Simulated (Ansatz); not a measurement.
A structure relaxed at r2SCAN-D4/def2-SVP in Ansatz, charge 0, singlet:

```xyz
24

Al    2.366   -2.367   -0.217
Al   -0.491   -2.828   -0.262
Al    1.530   -3.200    2.496
Al   -2.188   -0.997   -2.123
Al    0.224   -2.201   -3.188
Al   -0.347    1.871   -2.667
Al   -0.415   -0.723    1.923
Al   -2.230    0.961   -0.488
Al    0.594   -0.276   -0.881
Al    0.700    2.125    2.184
Al   -1.221    3.816    0.308
F    -1.279   -2.253    1.309
F     1.109    2.134    3.826
F    -2.111    4.741    1.405
Sb    1.379   -4.725    0.460
Sb    2.661   -1.394   -2.583
Sb   -0.997   -0.112   -4.321
Sb   -1.843   -3.686   -2.277
Sb    2.452   -0.224    1.609
Sb    1.977    2.034   -1.379
Sb   -1.935    1.351    2.138
Sb    1.144   -1.276    4.075
Sb   -2.490    3.189   -1.912
Sb    1.410    4.040    0.562
```

(1) Give its formula.

(2) Summarise the bond lengths by kind (pairs closer than 1.2 times the sum of covalent radii, bridged metal pairs left out).

Answers

(1) Al11Sb10F3.

(2) 28 × Al–Sb 2.52 to 3.11 Å; 4 × Al–F 1.69 to 1.86 Å; 2 × Al–Al 2.55 to 2.84 Å; 2 × Sb–Sb 2.85 to 2.98 Å.

In the def2 sets Sb takes a core potential; there is no spin–orbit coupling. Single mean-field runs in def2-SVP are fitted with def2-universal-jkfit.
